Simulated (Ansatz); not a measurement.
Geometry optimisation, RKS PBE0/6-31G* (Ansatz 0.2.0).

input.yaml

```yaml
crystal:
  periodic: [false, false, false]
  atoms:
    - { symbol: B, position_ang: [-0.091772, 0.487469, -0.45429] }
    - { symbol: "N", position_ang: [-0.065147, -0.033076, 2.239269] }
    - { symbol: H, position_ang: [-0.718841, -0.115962, 3.014751] }
    - { symbol: H, position_ang: [0.838877, -0.34808, 2.577366] }
    - { symbol: F, position_ang: [1.175078, 0.124873, -0.558772] }
    - { symbol: H, position_ang: [-0.964037, -0.22882, -0.843365] }
    - { symbol: O, position_ang: [-0.327054, 1.777994, -0.013911] }
    - { symbol: H, position_ang: [-1.273779, 1.961368, -0.037499] }
    - { symbol: H, position_ang: [0.029677, 0.973935, 2.019252] }
basis:
  gaussian: { orbitals: "6-31G*" }
hamiltonian:
  xc: pbe0
relax:
  f_tol: 0.03
  max_steps: 50
```

Launched with:

```bash
$ ansatz run input.yaml --threads 1 --pin off --max-ram 2048MiB --backend cpu --events-out ev --progress --plain --runs-dir out
```

Question: Where does it end, and by what steps?

Answer: It converged. After 20 steps the energy has fallen by 0.454 eV; H3 moved furthest, 0.74 Å. Joined: B1–N2 (2.74 → 1.67 Å).

```csv
step,energy less start (eV),largest force component (eV/Å),accepted
0,0.0000,0.813,yes
1,-0.0329,1.111,yes
2,-0.0522,1.757,yes
3,-0.1525,1.278,yes
4,-0.2782,0.655,yes
5,-0.3534,0.697,yes
6,-0.3938,0.671,yes
7,-0.3732,2.094,no
8,-0.4131,0.135,yes
9,-0.4276,0.182,yes
10,-0.4166,0.764,no
11,-0.4391,0.133,yes
12,-0.4468,0.110,yes
13,-0.4488,0.361,yes
14,-0.4518,0.090,yes
15,-0.4528,0.105,yes
16,-0.4512,0.277,no
17,-0.4533,0.143,yes
18,-0.4540,0.088,yes
19,-0.4541,0.046,yes
20,-0.4543,0.008,yes
```

```xyz
9
Properties=species:S:1:pos:R:3
B -0.141 0.449 0.223
N 0.047 0.168 1.857
H -0.854 0.120 2.325
H 0.570 -0.686 2.037
F 1.171 0.383 -0.241
H -0.841 -0.464 -0.193
O -0.723 1.750 0.258
H -1.191 1.921 -0.565
H 0.566 0.957 2.242
```

Whether the end is a true minimum wasn't checked by a vibrational analysis.

Run time: 46 s on 1 thread of AMD EPYC 7R43 64-Core Processor (Zen 3), with other jobs on the host, peak memory 0.17 GiB.
